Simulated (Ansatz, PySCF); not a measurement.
W(O)2(OH)2 (H2O4W), SMILES [O]=[W](=[O])([OH])[OH], multiplicity 1.

Geometry: PBE0-D3(BJ)/def2-SVP. A frequency run showed that this geometry is not a minimum. The multiplicity is an assumed one; no other spin state was optimised. The isomer is the one that the SMILES or the coordinates give; other isomers of the formula were not compared. The def2 effective core potentials stand for the cores of W; spin–orbit coupling is left out. One conformer was computed; it need not be the lowest.

Vertical ionisation energy (IE) and electron affinity (EA) in eV. Rows of orbital energies are one-electron estimates. Where ΔSCF, EOM or ADC give a negative EA the extra electron is unbound and the value depends on the basis.

```csv
level,IE,EA
"−ε(HOMO), −ε(LUMO), r2SCAN/def2-TZVP (PySCF)",7.55,2.30
"−ε(HOMO), −ε(LUMO), PBE/def2-TZVP (PySCF)",7.18,2.39
"ΔSCF, CAM-B3LYP/def2-SVPD (Ansatz), final states of multiplicity 2 and 2",(withheld),(withheld)
"ΔSCF, PBE/def2-SVPD (Ansatz), final states of multiplicity 2 and 2",10.82,-0.21
```

Question: Complete the blanks. (An estimate is asked for; the answer gives what the named calculation found.)

Answer: 
- ΔSCF, CAM-B3LYP/def2-SVPD (Ansatz, a first-principles code), final states of multiplicity 2 and 2, IE: 11.18
- ΔSCF, CAM-B3LYP/def2-SVPD (Ansatz), final states of multiplicity 2 and 2, EA: -0.02

Question: What vertical singlet–triplet gap does ΔSCF give with CAM-B3LYP/def2-SVPD (Ansatz) and with PBE/def2-SVPD (Ansatz)? (An estimate is asked for; the answer gives what the named calculation found.)

Answer: 4.62 and 4.83 eV (triplet above singlet where positive).
